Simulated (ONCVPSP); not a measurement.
**What one change does to a pseudopotential (Br (Z = 35), ONCV)**

* Element: Br
* Generator: ONCVPSP 4.0.1
* Type: optimised norm-conserving Vanderbilt (ONCV)
* Functional: LDA (Perdew-Wang 92)
* Relativity: scalar-relativistic
* Frozen core: [Ne]
* Valence charge: 25
* Reference configuration: 3s2 3p6 3d10 4s1.75 4p5.25
* Partial waves: 3s+4s: rc 1.05 bohr, ncon 4, nbas 8, qcut 13.2 1/bohr, 2 projectors; 3p+4p: rc 1.05 bohr, ncon 3, nbas 7, qcut 14.9 1/bohr, 2 projectors; 3d: rc 1.05 bohr, ncon 5, nbas 9, qcut 13.1 1/bohr, 2 projectors, debl 0.3 Ha
* Local potential: polynomial inside 0.90 bohr (lpopt 5, dvloc0 0 Ha)
* Core correction: Teter function, fcfact 2.75, rcfact 1.6

In the d channel the program set the typed energies aside and used -2.476, 0.250 Ha.

All-electron outer shells of the reference configuration (LDA (PZ), scalar-relativistic, ld1.x):

```csv
shell,level (eV),outermost node (bohr),outermost maximum (bohr)
2s,-1730.95,0.06,0.16
2p,-1528.25,–,0.13
3s,-237.59,0.23,0.48
3p,-173.60,0.21,0.48
3d,-67.39,–,0.43
4s,-20.53,0.67,1.41
4p,-8.16,0.70,1.66
```

Change: d: rc 1.02.

Cutoffs: the cutoffs (Ha) at which the residual kinetic energy of the hardest occupied pseudo-wave falls to 1 and 0.1 mHa per electron; they do not see the model core or the augmentation charge, which bear on the density cutoff. Errors are all-electron minus pseudo energies relative to the spin-unpolarised reference configuration.

Task: How do hardness, ghosts and transferability respond?

Result: The potential gets harder (152 Ha and 264 Ha → 219 Ha and 286 Ha); the errors of the 4 common tests hardly move; neither file shows a bound ghost. A smaller radius makes the pseudo-wave follow the all-electron one further in, where it bends more sharply, so more plane waves are needed.

| quantity | base | changed |
| --- | --- | --- |
| cutoff, loose | 152 Ha | 219 Ha |
| cutoff, tight | 264 Ha | 286 Ha |
| loose cutoff by channel | s 54 Ha, p 72 Ha, d 152 Ha | s 54 Ha, p 72 Ha, d 219 Ha |
| bound ghosts | none | none |
| GHOST(+) flags under 300 eV | none | none |
| error for 3s2 3p6 3d10 4s2 4p5, meV [ΔE -3.09 eV] | +0.2 | +0.2 |
| error for 3s2 3p6 3d10 4s2 4p4, meV [ΔE 9.62 eV] | -1.2 | -1.2 |
| error for 3s2 3p6 3d10 4s2 4p3, meV [ΔE 32.56 eV] | -4.1 | -4.1 |
| error for 3s2 3p6 3d10 4s2 4p1, meV [ΔE 113.13 eV] | -16 | -16 |
| s: phases at 1.07 bohr within 0.05 rad from the reference energy up to (Ha; the scan ends near 5) | to the end of the scan | to the end of the scan |
| p: phases at 1.07 bohr within 0.05 rad from the reference energy up to (Ha; the scan ends near 5) | to the end of the scan | to the end of the scan |
| rms error of d²Exc/dni dnj with the model core, mHa | 1.04 | 1.10 |
